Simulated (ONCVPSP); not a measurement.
**Ce (Z = 58): one change to an ONCV potential, before and after**

* Element: Ce
* Generator: ONCVPSP 4.0.1
* Type: optimised norm-conserving Vanderbilt (ONCV)
* Functional: LDA (Perdew-Wang 92)
* Relativity: scalar-relativistic
* Frozen core: [Xe]
* Valence charge: 4
* Reference configuration: 4f1 5d1 6s1.5 6p0.5
* Partial waves: 6s: rc 3.75 bohr, ncon 5, nbas 9, qcut 1.6 1/bohr, 3 projectors, debl 3.1 Ha; 6p: rc 4.00 bohr, ncon 3, nbas 7, qcut 2.2 1/bohr, 2 projectors, debl 2.8 Ha; 5d: rc 3.60 bohr, ncon 4, nbas 9, qcut 3.7 1/bohr, 1 projector; 4f: rc 1.25 bohr, ncon 4, nbas 9, qcut 15.8 1/bohr, 3 projectors, debl 2.9 Ha
* Local potential: polynomial inside 0.80 bohr (lpopt 5, dvloc0 -1 Ha)
* Core correction: Teter function, fcfact 3.5, rcfact 1.05

All-electron outer shells of the reference configuration (LDA (PZ), scalar-relativistic, ld1.x):

```tsv
shell	level (eV)	outermost node (bohr)	outermost maximum (bohr)
5s	-41.30	0.75	1.37
5p	-23.87	0.81	1.53
4f	-6.19	–	0.71
6s	-4.22	1.81	3.68
5d	-3.65	0.92	2.18
6p	-1.69	2.15	4.84
```

Change: all radii but the core radius scaled by about 0.97 (s 3.62, p 3.86, d 3.48, f 1.20 bohr); local potential polynomial inside 0.78 bohr (lpopt 5, dvloc0 -1 Ha).

Cutoffs: the cutoffs (Ha) at which the residual kinetic energy of the hardest occupied pseudo-wave falls to 1 and 0.1 mHa per electron; they do not see the model core or the augmentation charge, which bear on the density cutoff. Errors are all-electron minus pseudo energies relative to the spin-unpolarised reference configuration.

**Question.** How do hardness, ghosts and transferability respond?

**Answer.** The potential gets neither clearly harder nor softer (90 Ha and 101 Ha → 93 Ha and 104 Ha); both files keep a bound ghost (d, p, s); the lowest positive-energy flag moves from s at 25.9 eV to s at 13.5 eV; the errors of the 3 common tests hardly move.

```csv
quantity,base,changed
"cutoff, loose",90 Ha,93 Ha
"cutoff, tight",101 Ha,104 Ha
loose cutoff by channel,"s 1.9 Ha, p 1.1 Ha, d 4.9 Ha, f 90 Ha","s 1.8 Ha, p 1.1 Ha, d 5.0 Ha, f 93 Ha"
bound ghosts,"s, p, d","s, p, d"
GHOST(+) flags under 300 eV,"s at 25.9 eV, p at 31.0 eV, s at 193.3 eV","s at 13.5 eV, s at 187.6 eV"
"tests counted as reliable (solved cleanly; for ONCVPSP, near-neutral configurations with less than one 5d electron left out)",3 of 4,3 of 4
"error for 4f1 5d1 6s2 6p0, meV [ΔE -1.25 eV]",+0.3,+0.4
"error for 4f1 5d1 6s1 6p0, meV [ΔE 5.02 eV]",+6.8,+6.8
"error for 4f1 5d1 6s0 6p0, meV [ΔE 16.36 eV]",+85,+85
"rms error of d²Exc/dni dnj with the model core, mHa",33.22,33.27
```

 A true bound ghost makes a file unfit for plane-wave use even where its test errors are small: the radial tests pick states by their node count and pass the ghost by.
